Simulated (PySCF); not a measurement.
Input of a run (PBE0-D3(BJ)/def2-SVP geometry optimisation, gas phase (PySCF 2.14.0)), started from GFN2-xTB:
```
{"job": {"xc": "PBE0", "basis": "def2-SVP", "d3": "d3bj", "grid": 1, "shake": 0.03, "kind": "geom"}, "charge": -1, "multiplicity": 1}
F      1.406680    -1.217070    -0.085470
Ga    -0.013800    -0.012700    -0.013410
F      0.579510     1.639370    -0.035380
F     -0.963780    -0.210000    -1.406290
F     -0.916520    -0.304380     1.444060
```

Output (energies in Eh, forces in Eh/bohr):
```
step   0  E = -2323.29459574  max force = 0.054668
step   1  E = -2323.30196124  max force = 0.010443
step   2  E = -2323.30219815  max force = 0.001120
step   3  E = -2323.30224190  max force = 0.000630
step   4  E = -2323.30225730  max force = 0.000622
step   5  E = -2323.30226279  max force = 0.000300
optimisation converged
```

Question: Summarise the run.

Answer: The energy falls by 20.1 kJ/mol over 6 energy and gradient evaluations, the largest force component goes from 0.0547 to 3.0e-04 Eh/bohr, and the atoms move by 0.059 Å rms after alignment. The bond that changes most is Ga2–F4 (ends: gallium bonded to 4 F; fluorine bonded to Ga), which lengthens by 0.086 Å. Bonds longer at the end by more than 0.005 Å: 3 of 4; shorter: 1. Among the angles that change most is F4–Ga2–F5, from 112.2° to 109.4°. The energy never rose by more than 1e-6 Eh on the way. The first step brought 96 % of the lowering.

Question: What are the final bond lengths?

Answer: F1–Ga2 1.783 Å, Ga2–F3 1.783 Å, Ga2–F4 1.784 Å, Ga2–F5 1.783 Å. Numbering counts from 1 in the input's order; the species is `[F][Ga-]([F])([F])[F]`.

The run used 88 basis functions and 35 SCF cycles in all. Hardware: one thread of an Arm Neoverse V2, on a shared host. Cost: 12 s wall, 0.35 GiB resident at most.

Whether it is a minimum is left open (no frequencies).
